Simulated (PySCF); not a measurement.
PySCF input for C5H5FO, SMILES O=C[C@@]1(F)CC=C1, PBE/pcSseg-1. The structure is a stationary point at r2SCAN-D4/def2-SVP. The structure was generated by enumeration; whether it is a known compound was not checked. Other conformers were not sampled.

```python
import numpy as np
from pyscf import gto, scf, dft
from pyscf.prop.nmr import rks as nmr

mol = gto.M(
    atom='''
    O    -1.31055704    0.02354204    1.69097215
    C    -1.34992617   -0.10679212    0.49577195
    C    -0.14203235    0.02341910   -0.42458092
    F    -0.62039925    0.25985825   -1.69831725
    C     0.87047813   -1.09213118   -0.26463835
    C     1.77734844   -0.27571639    0.30366606
    C     0.97151510    0.98747849    0.09341426
    H    -2.29605533   -0.35055296   -0.06184218
    H     0.80596296   -2.16671151   -0.45615529
    H     2.74171213   -0.45183557    0.79032436
    H     0.72058541    1.58759761    0.98332838
    H     1.33154554    1.63689470   -0.72037512
    ''',
    basis='pcSseg-1',
    charge=0,
    spin=0,
    max_memory=1600,
    verbose=3,
)
mf = dft.RKS(mol, xc='pbe')
mf.grids.level = 3
mf.conv_tol = 1e-10
mf.max_cycle = 100
mf.kernel()
n = nmr.NMR(mf)
n.verbose = 2
n.max_cycle_cphf = 60
sigma = n.kernel()
print('atom   isotropic/ppm   span/ppm')
for i, s in enumerate(sigma):
    w = np.linalg.eigvalsh((s + s.T) / 2)
    print(f'{mol.atom_symbol(i):2s}{i + 1:3d} {w.mean():14.3f} {w[2] - w[0]:11.3f}')
```

Output:

```
converged SCF energy = -368.07991175928
atom   isotropic/ppm   span/ppm
O   1       -353.192    1337.244
C   2        -27.742     179.714
C   3         76.606      54.051
F   4        337.241     100.723
C   5         34.607     199.919
C   6         27.541     242.275
C   7        132.059      30.154
H   8         20.741       5.398
H   9         24.819       1.444
H  10         24.360       2.415
H  11         28.099       6.263
H  12         28.321       6.673
```

Self-consistency was reached.

Cost: roughly 50 core-seconds.
